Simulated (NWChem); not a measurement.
## Basis-set convergence for HBCl2

```xyz
4

B      0.0000     0.0000    -0.7060
H      0.0000     0.0000    -1.9146
Cl     1.5194     0.0000     0.1601
Cl    -1.5194     0.0000     0.1601
```
Charge 0, spin multiplicity 1.

All runs are NWChem calculations. All single points use one geometry, from PBE/def2-SVP, a minimum by its harmonic frequencies.

Quantity: dipole moment at the level B3LYP.

B3LYP has NWChem's definition, with VWN1-RPA local correlation. The Pople sets run with spherical d functions. The structure started from a generated list of species.

| basis | functions | dipole moment (D) |
|---|---|---|
| def2-SVP | 55 | [?] |
| 6-31+G* | 64 | [?] |
| 6-311G** | 76 | [?] |
| aug-pcseg-1 | 86 | 0.53 |
| aug-cc-pVDZ | 86 | 0.54 |
| cc-pVTZ | 112 | 0.47 |
| def2-TZVPP | 129 | 0.46 |
| aug-cc-pVTZ | 169 | 0.51 |
| cc-pVQZ | 203 | 0.49 |
| def2-QZVP | 227 | 0.49 |

Question: Complete the blanks.

Answer: 
- def2-SVP, dipole moment (D): 0.32
- 6-31+G*, dipole moment (D): 0.59
- 6-311G**, dipole moment (D): 0.65
